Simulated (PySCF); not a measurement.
Magnetic susceptibility: `C[SiH2]N([SiH3])C1=CC1`, C4H11NSi2

Geometry (Å), atoms numbered from 1 in this order:
```xyz
18

C     1.351   -2.003   -0.088
Si    1.509   -0.274   -0.846
N     0.183    0.749   -0.312
Si    0.271    2.382    0.316
C    -1.073    0.275   -0.501
C    -2.368    0.414   -0.461
C    -1.853   -0.910   -0.966
H     1.250   -1.958    0.993
H     0.484   -2.529   -0.478
H     2.228   -2.601   -0.315
H     1.478   -0.342   -2.314
H     2.714    0.409   -0.376
H    -0.467    2.409    1.580
H     1.692    2.655    0.503
H    -0.333    3.295   -0.656
H    -3.246    0.972   -0.255
H    -1.927   -1.794   -0.336
H    -1.903   -1.145   -2.028
```

Computed, not measured: PySCF, GIAO HF/pcSseg-1 magnetisability, rotational g tensor and spin-rotation constants, non-relativistic, gas phase. Geometry: GFN2-xTB.

Question: What are the magnetisability and the molar susceptibility?

Answer: Isotropic -1373 × 10⁻³⁰ J/T², or -82.7 × 10⁻⁶ cm³/mol; principal values -1517, -1377, -1226 × 10⁻³⁰ J/T², anisotropy 252 × 10⁻³⁰ J/T² (root of half the summed squared differences of the principal values). The susceptibility is in cgs units.

Question: Split it along the inertial axes a, b, c into diamagnetic and paramagnetic parts about the centre of mass, with the quadrupole moment.

Answer: 
| axis | χ (10⁻⁶ cm³/mol) | diamagnetic (10⁻⁶ cm³/mol) | paramagnetic (10⁻⁶ cm³/mol) | summed x² of all electrons (Å²) | quadrupole Θ (D Å) |
| --- | --- | --- | --- | --- | --- |
| a | -82.3 | -766.1 | 683.8 | 180.9 | +4.97 |
| b | -74.5 | -900.5 | 826.0 | 149.2 | -1.73 |
| c | -91.3 | -1400.5 | 1309.2 | 31.4 | -3.24 |

Anisotropies 2χaa − χbb − χcc = +1.3 and 2χbb − χaa − χcc = +24.5 × 10⁻⁶ cm³/mol. Θ is traceless in Buckingham's convention.

Question: And the rotational g tensor?

Answer: 
```csv
axis,rotational constant (GHz),g,nuclear part,electronic part
a,1.9409,-0.0262,0.5973,-0.6235
b,1.6149,-0.0247,0.6019,-0.6267
c,0.9640,-0.0068,0.5862,-0.5929
```
Asymmetric top; isotopes 12C, 1H, 14N, 28Si; no vibrational averaging.
